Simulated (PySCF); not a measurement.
All values below come from PBE-D3(BJ)/def2-TZVP // PBE-D3(BJ)/def2-SVP run with PySCF. All species are isolated molecules in the gas phase. One relaxed conformer stands for a flexible species; it need not be the lowest. Excitations are Tamm–Dancoff values on a coarser integration grid. The basis has no diffuse functions, so Rydberg states are missing or too high.

Reference species (SMILES): `C(=C)[C@H]1CC[C@@H](B)CC1` (neutral, multiplicity 1).

```
Item                   Result
-------------------  --------
HOMO–LUMO gap         4.04 eV
T1 excitation (TDA)   3.99 eV
HOMO                 -6.13 eV
S1 excitation (TDA)   4.07 eV
```

Changed species: `C=C[C@@H]1C[C@H](B)CCC1`.

Q: Predict the effect on the HOMO–LUMO gap, T1 excitation (TDA), HOMO and S1 excitation (TDA).

A: the HOMO–LUMO gap decreases by 0.06 eV, to 3.98 eV; the T1 excitation (TDA) drops by 0.08 eV, to 3.91 eV; the HOMO stays essentially unchanged; the S1 excitation (TDA) drops by 0.07 eV, to 4.00 eV.
